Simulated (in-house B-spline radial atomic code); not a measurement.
A run on Mo that did not converge. Method: scalar-relativistic (X2C) wB97X, spin-polarised, spherical fractional occupations, Fermi nucleus of rms radius 4.4091 fm; computed with an all-electron radial atomic-structure program (B-spline basis).

Command:
```bash
python run_scf.py task.json out
```
Settings (nuclear radius in fm, mass in u):
```
Z                42
configuration    [Kr] 4d5 5s1
hamiltonian      x2c
method           wb97x
spin_polarised   True
nucleus          fermi
rms_radius       4.4091
atomic_mass      97.9054
speed_of_light   137.035999084
```

First and last ten iterations of the last attempt (damped for 15 steps, keeping 80 % of the old Fock matrix, then DIIS):
```
 iter        energy (Eh)    residual
    1       -4042.884170    4.37e-01
    2       -4045.594245    2.35e-01
    3       -4046.977047    1.66e-01
    4       -4047.699975    1.16e-01
    5       -4048.074894    8.23e-02
    6       -4048.267906    5.89e-02
    7       -4048.366693    4.16e-02
    8       -4048.417173    3.11e-02
    9       -4048.443126    2.41e-02
   10       -4048.456688    1.87e-02
  111       -4048.474260    8.16e-07
  112       -4048.474260    8.34e-07
  113       -4048.474260    9.78e-07
  114       -4048.474260    8.58e-07
  115       -4048.474260    9.19e-07
  116       -4048.474260    1.19e-06
  117       -4048.474260    1.10e-06
  118       -4048.474260    1.55e-06
  119       -4048.474260    2.46e-06
  120       -4048.474260    1.66e-06
 not converged after 120 iterations
```

The smallest residual met was 8.2e-07; the threshold is about 4e-07. Over the last five steps the energy moves by less than 1e-08 hartree, but the orbitals didn't meet the threshold. Run time, properties included: 21 s on 1 thread of Arm Neoverse V1, with other jobs on the host.
